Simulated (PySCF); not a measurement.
**Spinor energies of I³⁹⁺ (iodine, charge +39)**

Start: [Ne] 3s2 3p2; 3p1/2 filled at m_j = -1/2, +1/2. Calculated with PySCF 2.14 in an even-tempered Gaussian basis (18 s from 8.1 bohr⁻², ratio 2.4; 14 p from 11 bohr⁻², ratio 2.4; 4 d from 37 bohr⁻², ratio 2.6; 4 f from 56 bohr⁻², ratio 2.6): generalised Hartree-Fock with the X2C-1e Hamiltonian and a Gaussian nucleus; one run each with spin-orbit coupling (SO) switched off, then screened by Boettger's factors.

| spinor shell | electrons | ε, spin-free (eV) | ε, screened SO (eV) | weight of nominal j (screened SO) | rms radius, screened SO (bohr) |
| --- | --- | --- | --- | --- | --- |
| 1s1/2 | 2 | -35726.7 | -35718.6 | 1.000 | 0.0311 |
| 2s1/2 | 2 | -7519.0 | -7515.0 | 1.000 | 0.125 |
| 2p1/2 | 2 | -6991.1 | -7208.5 | 1.000 | 0.107 |
| 3s1/2 | 2 | -2941.0 | -2939.2 | 1.000 | 0.301 |
| 3p1/2 | 2 | -2795.0 | -2837.7 | 1.000 | 0.287 |

(1) Where does 2p3/2 lie, and what is the 2p spin-orbit splitting (screened SO)?

```json
{"quantity": "E (hartree)", "spin-free": "-5782.41366", "screened SO": "-5787.71400"}
{"quantity": "M_J", "spin-free": "0", "screened SO": "0"}
{"quantity": "⟨J²⟩", "spin-free": "2.001", "screened SO": "0.000"}
{"quantity": "⟨L²⟩", "spin-free": "2.001", "screened SO": "1.338"}
{"quantity": "⟨S²⟩", "spin-free": "2.000", "screened SO": "1.338"}
```

Breit and QED terms are absent; they matter most for the inner s and p1/2 levels.

Densities and radii are taken from the X2C orbitals without a picture-change correction, which distorts them close to the nucleus.

Without spin-orbit coupling the j labels of p, d and f shells carry no meaning; the spin-free column gives the mean over the occupied spinors of each nl shell.

Results:

(1) At -6888.4 eV, 320.06 eV above 2p1/2.
